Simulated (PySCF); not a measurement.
## Static response to an electric field

Compound: Zn(nPr)2, C6H14Zn (singlet state).
Geometry (PBE0-D3(BJ)/def2-SVP, Å), atoms numbered from 1 in this order:
```xyz
21
C6H14Zn angstrom
Zn     0.006   -0.017    0.005
C      0.026    0.019    1.964
C      0.946    1.071    2.587
C      0.936    1.061    4.110
H      0.306   -0.985    2.333
H     -1.010    0.178    2.319
H      0.663    2.079    2.235
H      1.984    0.922    2.237
H      1.263    0.084    4.502
H      1.600    1.832    4.534
H     -0.079    1.245    4.499
C     -0.018   -0.047   -1.954
C     -0.976   -1.059   -2.583
C     -0.965   -1.044   -4.106
H      1.011   -0.235   -2.314
H     -0.267    0.970   -2.311
H     -2.007   -0.874   -2.232
H     -0.732   -2.079   -2.234
H      0.040   -1.273   -4.496
H     -1.666   -1.781   -4.531
H     -1.247   -0.051   -4.492
```

Level: B3LYP/def2-SVPD (PySCF), static field, nuclei fixed, core orbitals frozen in the response. The polarisability tensor in these axes (au):

```
x    87.79   5.34  10.13
y     5.34  88.84  11.29
z    10.13  11.29 139.39
```

Question: Diagonalise the tensor; give its mean and Δα, where Δα² is half the sum of the squared differences of the eigenvalues.

Answer: Principal values 82.95, 89.11 and 143.97 au; mean 105.34 au = 15.61 Å³ = 17.37 × 10⁻⁴⁰ C²·m²/J; Δα = 58.18 au (55 % of the mean).

Question: What is the dipole moment?

Answer: 0.00 D at this geometry.

Question: Form Σ f/ω² (atomic units) for the 15 lowest TDDFT singlets, given as eV and f, and set it beside the mean polarisability, which is this sum over all singlets: 5.01, 0.0000; 5.12, 0.0000; 5.65, 0.3073; 6.36, 0.0000; 6.90, 0.0667; 7.00, 0.0033; 7.03, 0.0007; 7.04, 0.0467; 7.30, 0.0000; 7.38, 0.0517; 7.50, 0.0094; 7.54, 0.0001; 7.61, 0.0000; 7.68, 0.0049; 7.75, 0.0000.

Answer: They add up to 9.80 au, 9.3 % of the 105.34 au; the largest single term is 7.12 au, from the state at 5.65 eV. Terms in order: 0.00, 0.00, 7.12, 0.00, 1.04, 0.05, 0.01, 0.70, 0.00, 0.70, 0.12, 0.00, 0.00, 0.06, 0.00 au. Higher excitations give the rest. The strengths listed sum to 0.491.

Question: Molar refractivity from α?

Answer: Lorentz–Lorenz: R = (4π/3)N_A α = 2.5225 cm³/(mol·Å³) × 15.61 Å³ = 39.4 cm³/mol, in the limit of long wavelengths.

Question: Give the eigenvalues of the traceless quadrupole moment Θ = ½Σq(3rr − r²1), origin at the centre of nuclear charge.

Answer: -8.33, 3.20, 5.13 D·Å. With no charge and no dipole, the values don't depend on the origin. The electronic extent ⟨r²⟩ about the same centre is 2211 bohr², a root-mean-square distance of 2.78 Å for the 80 electrons.

Question: Along which axes do the principal values lie, and how far do the nuclei extend along each?

Answer: Largest value along (0.19, 0.21, 0.96), where the nuclei span 10.09 Å; middle along (0.65, 0.71, -0.29), 2.58 Å; least along (0.74, -0.67, 0.00), 1.81 Å. The response follows the extents in order.

Isolated species at its PBE0-D3(BJ)/def2-SVP geometry, gas phase.
